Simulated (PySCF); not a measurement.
C6H8F3P.
Atom-mapped SMILES: `[CH3:1][C@@H:2]1[CH2:3][CH2:4][P:5]1[C:6]([F:7])=[C:8]([F:9])[F:10]` (hydrogens: H11, H12, H13 on C1; H14 on C2; H15, H16 on C3; H17, H18 on C4)

Method: PBE0-D3(BJ)/def2-SVP geometry optimisation, gas phase in PySCF 2.14.0; density fitting, grid level 1; the optimiser is geomeTRIC in internal coordinates, started from a GFN2-xTB structure with every atom displaced at random (about 0.01 Å).

Step 0: E = -23757.9648 eV
```
atom  x, y, z in Å  |  force x, y, z in eV/Å
C1     -1.7293    1.1575    0.3384   -1.544   0.571  -0.525
C2     -1.2754   -0.0479   -0.4167    0.250  -0.040   0.160
C3     -0.7423   -1.2239    0.3977    1.480   0.227  -0.006
C4      0.3674   -1.6536   -0.6175   -2.210   0.313  -0.040
P5      0.3066    0.0061   -1.4762    0.102   0.203   0.256
C6      1.3653    0.9955   -0.3232    0.521  -0.095  -0.209
F7      1.0114    2.2892   -0.2674   -0.068   0.097   0.066
C8      2.5475    0.6805    0.2362   -0.039  -0.238   0.497
F9      3.0464   -0.5439    0.2659   -0.174   0.345  -0.162
F10     3.3176    1.5037    0.9227   -0.409  -0.161  -0.413
H11    -1.0268    1.5091    1.0748    0.611   0.124   0.522
H12    -1.9335    2.0041   -0.3484    0.104  -0.142   0.138
H13    -2.7044    0.9606    0.8483    0.468  -0.023  -0.089
H14    -2.0743   -0.3888   -1.0860   -0.087  -0.047  -0.276
H15    -1.4611   -1.9948    0.6677   -0.322  -0.335   0.145
H16    -0.2557   -0.8501    1.3321   -0.299  -0.161  -0.386
H17     1.2843   -2.0038   -0.2288    1.363  -0.550   0.487
H18    -0.0695   -2.3905   -1.3073    0.253  -0.089  -0.167
```

Step 1: E = -23758.0884 eV
```
atom  x, y, z in Å  |  force x, y, z in eV/Å
C1     -1.7019    1.1918    0.3550    0.108   0.006   0.012
C2     -1.2542   -0.0348   -0.4062   -0.054  -0.015   0.053
C3     -0.6948   -1.2312    0.3841   -0.047  -0.077  -0.056
C4      0.3297   -1.6902   -0.6631    0.230  -0.104   0.241
P5      0.2994   -0.0132   -1.5085   -0.019   0.081   0.101
C6      1.3596    0.9747   -0.3829    0.050   0.007  -0.114
F7      1.0096    2.2764   -0.3927   -0.001  -0.006  -0.006
C8      2.4629    0.6792    0.3111   -0.144   0.109   0.011
F9      2.9727   -0.5227    0.4374    0.007  -0.012  -0.020
F10     3.1595    1.5795    0.9591    0.103  -0.087   0.043
H11    -0.9360    1.5299    1.0724   -0.045  -0.033  -0.078
H12    -1.9217    2.0319   -0.3180   -0.005   0.040  -0.047
H13    -2.6193    0.9719    0.9189   -0.080  -0.028   0.088
H14    -2.0696   -0.3725   -1.0702    0.057  -0.018  -0.057
H15    -1.4371   -1.9913    0.6916    0.057   0.075   0.025
H16    -0.1837   -0.8720    1.2913    0.009   0.003  -0.001
H17     1.2971   -2.0819   -0.2987   -0.231   0.105  -0.126
H18    -0.0980   -2.4165   -1.3684    0.005  -0.046  -0.072
```

Question: Estimate the geometry and energy of step 2. (The exact step hangs on the optimiser's Hessian estimate; all steps are aligned on step 1, rigid shifts and turns removed.)

Answer: E = -23758.0947 eV, largest force 0.247 eV/Å
```
atom  x, y, z in Å  |  force x, y, z in eV/Å
C1     -1.7354    1.1873    0.3455   -0.018  -0.003  -0.015
C2     -1.2615   -0.0365   -0.4030   -0.005  -0.004   0.070
C3     -0.6810   -1.2173    0.3957   -0.030  -0.024  -0.061
C4      0.3480   -1.6673   -0.6497    0.010  -0.084   0.042
P5      0.2946    0.0090   -1.5000   -0.038   0.060   0.016
C6      1.3663    0.9925   -0.3842    0.085   0.206   0.069
F7      1.0495    2.3025   -0.3715   -0.074  -0.035  -0.056
C8      2.4616    0.6566    0.3038   -0.132  -0.021  -0.058
F9      2.9104   -0.5735    0.3836    0.224  -0.002   0.104
F10     3.2115    1.5007    0.9683   -0.028  -0.121  -0.034
H11    -0.9741    1.5460    1.0537    0.012   0.007  -0.009
H12    -1.9716    2.0166   -0.3385   -0.009  -0.007  -0.002
H13    -2.6487    0.9550    0.9185    0.020   0.005   0.010
H14    -2.0629   -0.3951   -1.0730    0.047  -0.019  -0.047
H15    -1.4092   -1.9832    0.7135    0.003   0.010   0.033
H16    -0.1741   -0.8425    1.2992    0.016   0.007  -0.008
H17     1.3175   -2.0392   -0.2928   -0.080   0.011  -0.039
H18    -0.0669   -2.4025   -1.3569   -0.005   0.012  -0.013
```

The energy changes by -0.0062 eV. The first-order estimate −F·Δx gives -0.0217 eV and the mean of the old and new forces, exact on a quadratic surface, -0.0053 eV. The step makes an angle of 80° with the force vector and moves no atom by more than 0.097 Å.

What follows is the cost of the whole optimisation. Hardware: one thread, Arm Neoverse V2 (aarch64), shared host. Cost: 3.4 min wall, 0.87 GiB resident at most.
